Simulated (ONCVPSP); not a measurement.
**Transferability test, ONCV potential for Hg (Z = 80)**

Hg, optimised norm-conserving Vanderbilt (ONCV), made with ONCVPSP 4.0.1 (PBEsol, scalar-relativistic). Core [Kr] 4d10 4f14, reference 5s2 5p6 5d10 6s1.5 (charge +0.5). Waves: 5s+6s: rc 1.45 bohr, ncon 4, nbas 9, qcut 10.6 1/bohr, 2 projectors; 5p: rc 1.75 bohr, ncon 4, nbas 8, qcut 7.1 1/bohr, 1 projector; 5d: rc 2.25 bohr, ncon 4, nbas 9, qcut 7.2 1/bohr, 2 projectors, debl 3 Ha. Local part: polynomial inside 1.25 bohr (lpopt 5, dvloc0 0 Ha). Core correction: none.

Energies are relative to the spin-unpolarised reference configuration 5s2 5p6 5d10 6s1.5; without spin polarisation the order of configurations can differ from experiment.

Problem. Give the all-electron excitation energy and the error of the potential for: 5s2 5p6 5d10 6s2; 5s2 5p6 5d10 6s1; 5s2 5p6 5d10 6s0; 5s2 5p6 5d9 6s0.

Solution.

| valence configuration | charge | ΔE all-electron (eV) | error AE − PS (meV) |
| --- | --- | --- | --- |
| 5s2 5p6 5d10 6s2 | 0 | -4.383 | +1.6 |
| 5s2 5p6 5d10 6s1 | +1 | 6.358 | -2.0 |
| 5s2 5p6 5d10 6s0 | +2 | 25.363 | -7.6 |
| 5s2 5p6 5d9 6s0 | +3 | 60.918 | -13 |

Levels in the configuration 5s2 5p6 5d9 6s0:

| level | all-electron (eV) | pseudo (eV) |
| --- | --- | --- |
| 5s | -152.494 | -152.493 |
| 5p | -100.573 | -100.580 |
| 5d | -42.506 | -42.485 |
